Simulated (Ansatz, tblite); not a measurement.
Species of one formula, B6H10S (singlet), each relaxed with PBE0-D4/def2-SVP in Ansatz.

The xTB rows come from tblite. HSE06 is defined as in plane-wave codes, on full-range PBE exchange. Correlated methods freeze 11 core orbitals.

Other spin states weren't relaxed.

A: nido-B6H10 (SH for H, site b on B) (B₆H₁₀S)

```tsv
atom	x (Å)	y (Å)	z (Å)
B1	-1.371	-0.156	1.093
B2	-0.791	1.190	0.163
B3	0.619	-1.168	-0.556
B4	0.549	0.606	-0.902
B5	0.390	0.012	0.736
B6	-0.549	-1.527	0.677
S7	1.894	1.634	-1.624
H8	-1.975	0.137	2.088
H9	-0.962	2.357	0.371
H10	1.549	-1.837	-0.908
H11	2.626	1.674	-0.492
H12	1.232	0.267	1.553
H13	-0.362	-2.553	1.272
H14	-1.920	0.467	0.039
H15	-0.638	1.115	-1.199
H16	0.287	-0.444	-1.670
H17	-0.580	-1.774	-0.641
```

B: nido-B6H10 (SH for H, site d on B) (B₆H₁₀S)

```xyz
17

B    -1.504    0.300   -0.013
B    -0.234    1.473   -0.061
B     0.813   -1.118   -0.568
B     1.306    0.601   -0.378
B     0.114   -0.092    0.700
B    -0.895   -1.207   -0.309
S     0.471   -0.303    2.515
H    -2.507    0.655    0.542
H    -0.260    2.596    0.356
H     1.604   -2.017   -0.548
H     2.405    0.993   -0.110
H    -0.729   -0.836    2.827
H    -1.313   -2.299   -0.038
H    -1.177    1.185   -0.972
H     0.697    1.528   -1.077
H     1.396   -0.197   -1.414
H    -0.187   -1.262   -1.452
```

C: nido-B6H10 (SH for H, site c on B) (B₆H₁₀S)

```xyz
17

B    -0.2068   -1.3412   -0.4421
B    -0.1003   -0.0583   -1.5958
B     0.3674    0.9522    0.9981
B     0.2322    1.4610   -0.7196
B    -0.8795    0.2916   -0.0642
B     0.0657   -0.7694    1.0843
S    -0.3594   -1.4712    2.7125
H    -0.7607   -2.3395   -0.8144
H    -0.4752   -0.0801   -2.7340
H     0.3168    1.7269    1.9117
H     0.0070    2.5726   -1.1030
H    -2.0481    0.5275    0.0613
H    -0.3914   -2.7577    2.3100
H     0.7905   -1.0299   -1.2769
H     0.9602    0.8447   -1.6149
H     1.2540    1.5062    0.1185
H     1.2277   -0.0354    1.1686
```

Problem. Estimate which lies lowest at each level, and how far above it the others are (eV).

Solution. 
```json
{"level": "GFN1-xTB", "A": "0.12", "B": "0.20", "C": "0.00"}
{"level": "GFN2-xTB", "A": "0.22", "B": "0.20", "C": "0.00"}
{"level": "HF/def2-SVP", "A": "0.16", "B": "0.20", "C": "0.00"}
{"level": "HF/def2-TZVP", "A": "0.17", "B": "0.19", "C": "0.00"}
{"level": "LDA (SPW92)/def2-TZVP", "A": "0.26", "B": "0.32", "C": "0.00"}
{"level": "PBE-D4/def2-SVP", "A": "0.23", "B": "0.29", "C": "0.00"}
{"level": "PBE-D4/def2-TZVP", "A": "0.24", "B": "0.27", "C": "0.00"}
{"level": "r2SCAN-D4/def2-TZVP", "A": "0.23", "B": "0.28", "C": "0.00"}
{"level": "PBE0-D4/def2-SVP", "A": "0.21", "B": "0.26", "C": "0.00"}
{"level": "PBE0-D4/def2-TZVP", "A": "0.22", "B": "0.25", "C": "0.00"}
{"level": "HSE06-D4/def2-TZVP", "A": "0.22", "B": "0.25", "C": "0.00"}
{"level": "B2PLYP/def2-TZVP", "A": "0.21", "B": "0.24", "C": "0.00"}
{"level": "MP2/def2-SVP", "A": "0.17", "B": "0.22", "C": "0.00"}
{"level": "MP2/def2-TZVP", "A": "0.19", "B": "0.20", "C": "0.00"}
{"level": "CCSD/def2-SVP", "A": "0.17", "B": "0.22", "C": "0.00"}
{"level": "CCSD(T)/def2-SVP", "A": "0.17", "B": "0.22", "C": "0.00"}
```
Point groups (tolerance 0.1 Å): A not assigned, B Cs, C not assigned.
